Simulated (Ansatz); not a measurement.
Ansatz (an electronic-structure program) job for BiH3OTe2, SMILES [OH][Bi]([TeH])[TeH], PBE/def2-SVPD. Geometry optimised at PBE0-D3(BJ)/def2-SVP. The structure was generated by enumeration; whether it is a known compound was not checked. The def2 effective core potentials stand for the cores of Bi, Te; spin–orbit coupling is left out. One conformer was computed; it need not be the lowest.

Ansatz 0.2 input:
```yaml
crystal:
  periodic: [false, false, false]
  atoms:
    - {symbol: Bi, position_ang: [-0.10029296, -0.26431139, 1.02629701]}
    - {symbol: O, position_ang: [-1.48111976, -1.83007803, 0.85594031]}
    - {symbol: H, position_ang: [-1.66576893, -2.02881397, -0.07200407]}
    - {symbol: Te, position_ang: [-1.27736707, 1.77449082, -0.63307715]}
    - {symbol: H, position_ang: [-0.94808874, 0.93010780, -2.03077443]}
    - {symbol: Te, position_ang: [1.67394862, -1.00453794, -1.09146504]}
    - {symbol: H, position_ang: [2.16489138, -2.36037456, -0.25120167]}
basis:
  gaussian:
    orbitals: def2-SVPD
hamiltonian:
  xc: {name: PBE}
```

Output:

```
Functional definition: PBE
integrals: 0.10 GiB planned
1465 factors; their error is unknown
mean field: 0.58 GiB planned
mean field evaluation 1: about -22512.4459 eV, gradient 6.6e1 eV
mean field evaluation 2: about -22322.8129 eV, gradient 2.0e2 eV
mean field evaluation 4: about -22515.7584 eV, gradient 3.6e1 eV
mean field evaluation 8: about -22521.3934 eV, gradient 5.0e-1 eV
mean field evaluation 16: about -22521.3767 eV, gradient 1.4e-3 eV
mean field -22521.37672806 eV, -827.6453292189 hartree, gradient 4.9e-5 eV, S^2 0.000000; 0 other end points of the search recorded, 0 dependent functions left out
reference -22521.37680418 eV, -827.6453320162 hartree; 41, 41 occupied and 108, 108 virtual orbitals, 1465 factors
Total energy: -22521.37680418 eV, -827.6453320162 hartree
```

Self-consistency was reached.

Cost: around 6 core-seconds (rough).
